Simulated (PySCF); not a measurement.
Simulated C 1s region for `C1C[CH2][AlH][CH2]1`, binding energy against the vacuum level.

Every computed line was given a Gaussian of 0.8 eV full width at half maximum and an area set by the number of equivalent atoms; the highest printed point is 100. The calculation used delta-SCF UKS SCAN, pcX-2 on the ionised atom, pcseg-1 elsewhere, spin-free X2C (PySCF 2.14.0).

binding energy (eV), intensity and a bar:
```
    288.2          0 
    288.3          1 
    288.4          2 
    288.5          4 #
    288.6          8 ##
    288.7         15 ####
    288.8         25 #######
    288.9         39 ############
    289.0         55 #################
    289.1         72 ######################
    289.2         87 ##########################
    289.3         97 #############################
    289.4        100 ##############################
    289.5         97 #############################
    289.6         90 ###########################
    289.7         83 #########################
    289.8         80 ########################
    289.9         82 #########################
    290.0         88 ##########################
    290.1         95 #############################
    290.2        100 ##############################
    290.3         99 ##############################
    290.4         91 ###########################
    290.5         77 #######################
    290.6         60 ##################
    290.7         43 #############
    290.8         28 ########
    290.9         17 #####
    291.0          9 ###
    291.1          5 #
    291.2          2 #
    291.3          1 
    291.4          0
```

Q: Count the maxima, the lines and the sites behind this envelope.

A: The curve has 2 maxima (at 289.4 and 290.2 eV). Under it lie 2 lines from 2 inequivalent carbon sites.

Q: Decompose the envelope and assign each component. Numbering: `[CH2:1]1[CH2:2][CH2:3][AlH:4][CH2:5]1`.

A: 
| position (eV) | relative area | line | atoms | environment |
| --- | --- | --- | --- | --- |
| 289.36 | 2 | C 1s | C3/C5 | ring CH2 carbon |
| 290.27 | 2 | C 1s | C1/C2 | ring CH2 carbon |

Q: What are the centre and the root-mean-square width of the whole band?

A: The area-weighted mean of the lines is 289.81 eV. Their own spread about it is 0.45 eV (rms) and each Gaussian has σ = 0.8/2.355 = 0.34 eV; the variances add, which gives 0.57 eV.

Q: Above which line width would these two lines show one maximum?

A: Two equal Gaussians merge once their distance is under 2σ = FWHM/1.177. With 0.91 eV between them that is a full width over 1.07 eV.

The listed C 1s values span 0.91 eV, from C3/C5 (bonded to C, 2 H and Al) to C1/C2 (bonded to 2 C and 2 H). Summing the Pauling electronegativity differences to the bonded atoms, each weighted by its formal bond order, gives -1.64 for the lowest site and -0.70 for the highest.

No satellites, vibrations or lifetime broadening are included. The first atom of each set that the bonding makes equivalent was ionised and stands for the set. Isolated species at its PBE0-D3(BJ)/def2-SVP geometry (one conformer only).

Time: 18 s of wall time. Hardware: an x86-64 server with one thread, on a shared host.
